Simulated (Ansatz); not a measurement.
Ansatz (an electronic-structure program) input (B3LYP-D3(BJ)/def2-TZVP):

Ansatz 0.2 input:
```yaml
crystal:
  periodic: [false, false, false]
  atoms:
    - {symbol: Zr, position_ang: [0.07446506, -0.07236813, -0.20282973]}
    - {symbol: O, position_ang: [-1.49230211, -1.09595981, 0.28799239]}
    - {symbol: F, position_ang: [-0.41547649, 1.70427544, -0.38944681]}
    - {symbol: F, position_ang: [1.41101142, -0.40845280, 1.03491903]}
basis:
  gaussian:
    orbitals: def2-TZVP
hamiltonian:
  xc: b3lyp
  dispersion: d3bj
total_charge: 1
magnetization: {spin_polarized: true, initial_magnetization: 1}
phonons: {temperatures: {t_min: 298.15, t_max: 298.15, t_step: 100}}
```

Output:

```
Functional definition: B3LYP
integrals: 0.04 GiB planned
818 factors; their error is unknown
mean field: 0.55 GiB planned
mean field evaluation 1: about -8738.7831 eV, gradient 8.3e1 eV
mean field evaluation 2: about -8407.4599 eV, gradient 2.9e2 eV
mean field evaluation 4: about -8758.3564 eV, gradient 2.1e1 eV
mean field evaluation 8: about -8759.8141 eV, gradient 6.0e-2 eV
mean field evaluation 16: about -8759.8555 eV, gradient 2.8e-4 eV
mean field evaluation 32: about -8759.3910 eV, gradient 5.9e0 eV
mean field -8759.85548119 eV, -321.9187512903 hartree, gradient 1.4e-5 eV, S^2 0.755914; 2 other end points of the search recorded, 0 dependent functions left out
the calculation of the forces begins
reference -8759.85574180 eV, -321.9187608676 hartree; 19, 18 occupied and 114, 115 virtual orbitals, 818 factors
these checks for a lower state are left out or cut short: stability, starts, cluster_reference, orbital_swaps, neighbouring_geometries, increment
integrals: 0.04 GiB planned
818 factors; their error is unknown
mean field: 0.55 GiB planned
mean field -8759.85536458 eV, -321.9187470052 hartree, gradient 1.8e-6 eV, S^2 0.755949; 0 other end points of the search recorded, 0 dependent functions left out
the calculation of the forces begins
reference -8759.85562520 eV, -321.9187565825 hartree; 19, 18 occupied and 114, 115 virtual orbitals, 818 factors
these checks for a lower state are left out or cut short: stability, starts, cluster_reference, orbital_swaps, neighbouring_geometries, increment
integrals: 0.04 GiB planned
818 factors; their error is unknown
mean field: 0.55 GiB planned
mean field -8759.85536766 eV, -321.9187471183 hartree, gradient 1.8e-6 eV, S^2 0.755880; 0 other end points of the search recorded, 0 dependent functions left out
the calculation of the forces begins
reference -8759.85562827 eV, -321.9187566956 hartree; 19, 18 occupied and 114, 115 virtual orbitals, 818 factors
these checks for a lower state are left out or cut short: stability, starts, cluster_reference, orbital_swaps, neighbouring_geometries, increment
integrals: 0.04 GiB planned
818 factors; their error is unknown
mean field: 0.55 GiB planned
mean field -8759.85539072 eV, -321.9187479656 hartree, gradient 2.4e-6 eV, S^2 0.755924; 0 other end points of the search recorded, 0 dependent functions left out
the calculation of the forces begins
reference -8759.85565140 eV, -321.9187575456 hartree; 19, 18 occupied and 114, 115 virtual orbitals, 818 factors
these checks for a lower state are left out or cut short: stability, starts, cluster_reference, orbital_swaps, neighbouring_geometries, increment
integrals: 0.04 GiB planned
818 factors; their error is unknown
mean field: 0.55 GiB planned
mean field evaluation 64: about -8759.8554 eV, gradient 2.4e-6 eV
mean field -8759.85538882 eV, -321.9187478959 hartree, gradient 2.4e-6 eV, S^2 0.755905; 0 other end points of the search recorded, 0 dependent functions left out
the calculation of the forces begins
reference -8759.85564936 eV, -321.9187574705 hartree; 19, 18 occupied and 114, 115 virtual orbitals, 818 factors
these checks for a lower state are left out or cut short: stability, starts, cluster_reference, orbital_swaps, neighbouring_geometries, increment
integrals: 0.04 GiB planned
818 factors; their error is unknown
mean field: 0.55 GiB planned
mean field -8759.85538771 eV, -321.9187478552 hartree, gradient 2.2e-6 eV, S^2 0.755880; 0 other end points of the search recorded, 0 dependent functions left out
the calculation of the forces begins
reference -8759.85564823 eV, -321.9187574291 hartree; 19, 18 occupied and 114, 115 virtual orbitals, 818 factors
these checks for a lower state are left out or cut short: stability, starts, cluster_reference, orbital_swaps, neighbouring_geometries, increment
integrals: 0.04 GiB planned
818 factors; their error is unknown
mean field: 0.55 GiB planned
mean field -8759.85543234 eV, -321.9187494951 hartree, gradient 2.8e-6 eV, S^2 0.755950; 0 other end points of the search recorded, 0 dependent functions left out
the calculation of the forces begins
reference -8759.85569304 eV, -321.9187590758 hartree; 19, 18 occupied and 114, 115 virtual orbitals, 818 factors
these checks for a lower state are left out or cut short: stability, starts, cluster_reference, orbital_swaps, neighbouring_geometries, increment
integrals: 0.04 GiB planned
818 factors; their error is unknown
mean field: 0.55 GiB planned
mean field -8759.85547627 eV, -321.9187511098 hartree, gradient 2.7e-6 eV, S^2 0.755906; 0 other end points of the search recorded, 0 dependent functions left out
the calculation of the forces begins
reference -8759.85573687 eV, -321.9187606863 hartree; 19, 18 occupied and 114, 115 virtual orbitals, 818 factors
these checks for a lower state are left out or cut short: stability, starts, cluster_reference, orbital_swaps, neighbouring_geometries, increment
integrals: 0.04 GiB planned
818 factors; their error is unknown
mean field: 0.55 GiB planned
mean field -8759.85547567 eV, -321.9187510874 hartree, gradient 1.4e-6 eV, S^2 0.755923; 0 other end points of the search recorded, 0 dependent functions left out
the calculation of the forces begins
reference -8759.85573630 eV, -321.9187606655 hartree; 19, 18 occupied and 114, 115 virtual orbitals, 818 factors
these checks for a lower state are left out or cut short: stability, starts, cluster_reference, orbital_swaps, neighbouring_geometries, increment
integrals: 0.04 GiB planned
818 factors; their error is unknown
mean field: 0.55 GiB planned
mean field evaluation 96: about -8759.8555 eV, gradient 2.5e-6 eV
mean field -8759.85546857 eV, -321.9187508268 hartree, gradient 2.5e-6 eV, S^2 0.755910; 0 other end points of the search recorded, 0 dependent functions left out
the calculation of the forces begins
reference -8759.85572916 eV, -321.9187604032 hartree; 19, 18 occupied and 114, 115 virtual orbitals, 818 factors
these checks for a lower state are left out or cut short: stability, starts, cluster_reference, orbital_swaps, neighbouring_geometries, increment
integrals: 0.04 GiB planned
818 factors; their error is unknown
mean field: 0.55 GiB planned
mean field -8759.85547442 eV, -321.9187510417 hartree, gradient 2.7e-6 eV, S^2 0.755919; 0 other end points of the search recorded, 0 dependent functions left out
the calculation of the forces begins
reference -8759.85573506 eV, -321.9187606199 hartree; 19, 18 occupied and 114, 115 virtual orbitals, 818 factors
these checks for a lower state are left out or cut short: stability, starts, cluster_reference, orbital_swaps, neighbouring_geometries, increment
integrals: 0.04 GiB planned
818 factors; their error is unknown
mean field: 0.55 GiB planned
mean field -8759.85541100 eV, -321.9187487108 hartree, gradient 1.7e-6 eV, S^2 0.755920; 0 other end points of the search recorded, 0 dependent functions left out
the calculation of the forces begins
reference -8759.85567171 eV, -321.9187582917 hartree; 19, 18 occupied and 114, 115 virtual orbitals, 818 factors
these checks for a lower state are left out or cut short: stability, starts, cluster_reference, orbital_swaps, neighbouring_geometries, increment
integrals: 0.04 GiB planned
818 factors; their error is unknown
mean field: 0.55 GiB planned
mean field -8759.85536702 eV, -321.9187470946 hartree, gradient 2.4e-6 eV, S^2 0.755909; 0 other end points of the search recorded, 0 dependent functions left out
the calculation of the forces begins
reference -8759.85562753 eV, -321.9187566683 hartree; 19, 18 occupied and 114, 115 virtual orbitals, 818 factors
these checks for a lower state are left out or cut short: stability, starts, cluster_reference, orbital_swaps, neighbouring_geometries, increment
integrals: 0.04 GiB planned
818 factors; their error is unknown
mean field: 0.55 GiB planned
mean field -8759.85547076 eV, -321.9187509070 hartree, gradient 2.5e-6 eV, S^2 0.755912; 0 other end points of the search recorded, 0 dependent functions left out
the calculation of the forces begins
reference -8759.85573136 eV, -321.9187604841 hartree; 19, 18 occupied and 114, 115 virtual orbitals, 818 factors
these checks for a lower state are left out or cut short: stability, starts, cluster_reference, orbital_swaps, neighbouring_geometries, increment
integrals: 0.04 GiB planned
818 factors; their error is unknown
mean field: 0.55 GiB planned
mean field -8759.85548776 eV, -321.9187515318 hartree, gradient 2.5e-6 eV, S^2 0.755917; 0 other end points of the search recorded, 0 dependent functions left out
the calculation of the forces begins
reference -8759.85574838 eV, -321.9187611093 hartree; 19, 18 occupied and 114, 115 virtual orbitals, 818 factors
Total energy: -8759.95760004 eV, -321.9225040890 hartree
Atom 0 at     0.074465    -0.072368    -0.202830 Å, force    -0.000586    -0.000536    -0.000043 eV/Å
Atom 1 at    -1.492302    -1.095960     0.287992 Å, force     0.000453     0.000298    -0.000138 eV/Å
Atom 2 at    -0.415476     1.704275    -0.389447 Å, force    -0.000481     0.000752    -0.000337 eV/Å
Atom 3 at     1.411011    -0.408453     1.034919 Å, force     0.000615    -0.000515     0.000517 eV/Å
Dipole moment:     0.268062    -0.320992    -0.819861 e Å
Vibrations: 117.10 165.58 170.31 707.72 739.37 749.45 cm⁻¹, zero-point energy 0.164250 eV
```

The spin state was set by rule; other spins were not relaxed.
